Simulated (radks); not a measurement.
Results of a calculation; reference values are marked as such.
The silver anion Ag- inside a hard spherical wall (all orbitals vanish at R), configuration held at [Kr] 4d10 5s2 and not refilled when levels cross. Code: a radial shooting solver on a logarithmic mesh with Libxc functionals. Model: scalar-relativistic Kohn-Sham, PBE, spin-polarised, spherical densities, point nucleus. Eigenvalues in eV for spin up, with the zero of energy where the potential of the charges vanishes at infinity; a dash marks a level that is unbound or too diffuse for the functional's potential to be trusted. A positive occupied level is held by the wall or, in an anion where self-interaction has pushed it up, behind a barrier. The pressure on the wall is -dE/dV.

R (bohr)	E (hartree)	kinetic (hartree)	e(4s)	e(4p)	e(4d)	e(5s)	e(6s, empty)	e(5p, empty)	pressure (GPa)
20	-5316.09165	5522.898	-88.869	-52.361	-1.232	0.923	2.180	2.246	0.000187
15	-5316.09117	5522.901	-88.777	-52.269	-1.139	0.999	3.105	2.911	0.00241
12	-5316.08959	5522.908	-88.606	-52.096	-0.966	1.145	4.342	3.529	0.0168
10	-5316.08571	5522.925	-88.337	-51.825	-0.696	1.385	5.995	4.187	0.0780
7	-5316.05203	5523.060	-87.145	-50.626	0.479	2.575	12.739	6.485	1.37
5	-5315.88294	5523.702	-84.130	-47.628	3.311	6.064	29.149	11.834	18.9
3	-5313.75784	5531.383	-67.976	-32.034	18.442	30.898	116.61	43.896	936
2.5	-5310.69591	5542.236	-54.795	-19.306	32.079	58.293	194.50	76.518	3690
2	-5301.26019	5574.723	-28.081	7.736	62.990	128.07	364.03	154.63	19400
1.5	-5264.26629	5689.428	42.293	83.387	150.20	340.61	807.11	378.14	151000
